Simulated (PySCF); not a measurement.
Two species compared at the same levels of theory.

First species: C3H10P2Si.
InChI=1S/C3H10P2Si/c4-6(5)2-1-3-6/h1-5H2

Second species: C5H9FOSi.
Numbering: `[CH3:1][CH2:2][SiH2:3]/[C:4]([F:5])=[CH:6]\[CH:7]=[O:8]` (hydrogens: H9, H10, H11 on C1; H12, H13 on C2; H14, H15 on Si3; H16 on C6; H17 on C7)

Levels: wB97X-D/def2-SVPD for dipole moment, HOMO energy, LUMO energy, HOMO–LUMO gap, static isotropic polarisability and electronic spatial extent ⟨r²⟩ about the centre of nuclear charge; TDDFT wB97X-D/def2-SVPD for lowest singlet excitation; TDA wB97X-D/def2-SVPD for lowest triplet excitation (Tamm–Dancoff); GFN2-xTB for rotational constant A and rotational constant C. Geometries: GFN2-xTB. Each species is one conformer at its optimised geometry, gas phase, non-relativistic unless stated. Electronic properties by PySCF.

Dipoles, sizes and rotational constants follow the conformer. The torsions of the flexible species, by atom-mapped SMILES:
- `[PH2:1][Si:2]1([PH2:3])[CH2:4][CH2:5][CH2:6]1`: H–P1–Si2–P3 -134°, H–P1–Si2–P3 -41°, H–P3–Si2–P1 -142°, H–P3–Si2–P1 -50°
- `[CH3:1][CH2:2][SiH2:3]/[C:4]([F:5])=[CH:6]\[CH:7]=[O:8]`: C1–C2–Si3–C4 179°, C2–Si3–C4–F5 -3°, C4–C6–C7–O8 180°

Problem. Which has the higher LUMO energy?

Solution. The first: 1.64 eV against -0.30 eV, a difference of 1.94 eV.

Problem. Which has the higher dipole moment?

Solution. The second: 4.12 D against 0.89 D, a difference of 3.23 D.

Problem. Which has the higher HOMO–LUMO gap?

Solution. The first: 10.67 eV against 9.34 eV, a difference of 1.33 eV.

Problem. Which of the two has the higher T1 energy, and by how much?

Solution. The first: 5.56 eV against 3.37 eV, a difference of 2.19 eV.

Problem. Which has the higher rotational constant A?

Solution. The second: 3.586 GHz against 1.759 GHz, a difference of 1.827 GHz.

Problem. Which has the higher HOMO energy?

Solution. The first: -9.03 eV against -9.64 eV, a difference of 0.61 eV.

Problem. Which of the two has the higher S1 energy, and by how much?

Solution. The first: 6.16 eV against 3.86 eV, a difference of 2.30 eV.

Problem. Which of the two has the higher static isotropic polarisability, and by how much?

Solution. The first: 115.4 au against 93.4 au, a difference of 22.0 au.

On the first: S1 lies 4.51 eV below the HOMO–LUMO gap; its leading configuration is HOMO→LUMO, weight 0.35, beside HOMO−1→LUMO+1, weight 0.22. No computed singlet falls in the visible range (750 to 380 nm, 1.65 to 3.26 eV); S1 lies 2.90 eV above its blue end. GFN2-xTB frequencies show an imaginary mode (30i cm⁻¹), so this geometry is no minimum at that level.

On the second: The principal polarisabilities are 66.8, 82.9 and 130.7 au; their mean is the isotropic value. The 8 singlets span 3.86 to 7.84 eV, and their oscillator strengths add up to 0.53.
